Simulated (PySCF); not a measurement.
Compound: C5H7NO2.
SMILES with atom numbers: `[CH2:1]=[C:2]([C:3]([CH3:4])=[O:5])[C:6]([NH2:7])=[O:8]` (hydrogens: H9, H10 on C1; H11, H12, H13 on C4; H14, H15 on N7)

Cartesian coordinates in Å at the GFN2-xTB level; atoms count from 1:
```
atom  x, y, z in Å
C1     0.0381    1.7029    0.0290
C2     0.3039    0.3941   -0.0125
C3    -0.7607   -0.6422    0.0357
C4    -2.1816   -0.1477    0.1321
O5    -0.5311   -1.8350    0.0004
C6     1.7734    0.0293   -0.1114
N7     2.0587   -1.2811   -0.1579
O8     2.6255    0.8951   -0.1462
H9    -0.9495    2.1221    0.0993
H10    0.8664    2.3939   -0.0104
H11   -2.4261    0.4710   -0.7279
H12   -2.3169    0.4407    1.0364
H13   -2.8504   -1.0045    0.1589
H14    1.3218   -1.9730   -0.1243
H15    3.0240   -1.5574   -0.2230
```

Vertical excitations from PySCF (density fitting, frozen core in the response, grid level 2 and gas phase unless stated; continuum runs use non-equilibrium linear response for the excitations) on a GFN2-xTB geometry. Reference run:

| settings | S1, eV (f) | S2, eV (f) | S3, eV (f) | S4, eV (f) | S5, eV (f) | S6, eV (f) | T1, eV (Tamm–Dancoff) | mean α (au) |
| --- | --- | --- | --- | --- | --- | --- | --- | --- |
| PBE0/def2-SVPD, full TDDFT, 6 singlets | 3.67 (0.000) | 4.00 (0.000) | 4.35 (0.002) | 5.66 (0.000) | 5.86 (0.209) | 6.23 (0.000) | 3.27 | 73.9 |

**Question.** What do these settings give: HSE06/def2-SVPD, IEF-PCM water, level shift 0.3 Eh, TDA, 25 singlets?

**Answer.** 
```tsv
settings	S1, eV (f)	S2, eV (f)	S3, eV (f)	S4, eV (f)	S5, eV (f)	S6, eV (f)	T1, eV (Tamm–Dancoff)	mean α (au)
HSE06/def2-SVPD, IEF-PCM water, level shift 0.3 Eh, TDA, 25 singlets	3.83 (0.000)	4.38 (0.000)	4.70 (0.007)	5.89 (0.000)	6.12 (0.331)	6.18 (0.000)	3.39	101.4
```

S1 moves by +0.16 eV; functional, environment and response scheme change together, so the shift can't be laid on one. States are counted by energy in each run and needn't keep their character from row to row.

**Question.** Give the leading configurations of S1 (H = HOMO, L = LUMO) and the HOMO–LUMO gap of each run.

**Answer.** 
```tsv
settings	S1 configurations (weight)	S1 (eV)	orbital gap (eV)	S1 − gap (eV)
PBE0/def2-SVPD, full TDDFT, 6 singlets	H→L 0.66, H−2→L 0.31	3.67	5.16	-1.49
HSE06/def2-SVPD, IEF-PCM water, level shift 0.3 Eh, TDA, 25 singlets	H→L 0.80, H−2→L 0.16	3.83	4.77	-0.94
```

The species at its GFN2-xTB geometry (one conformer only).
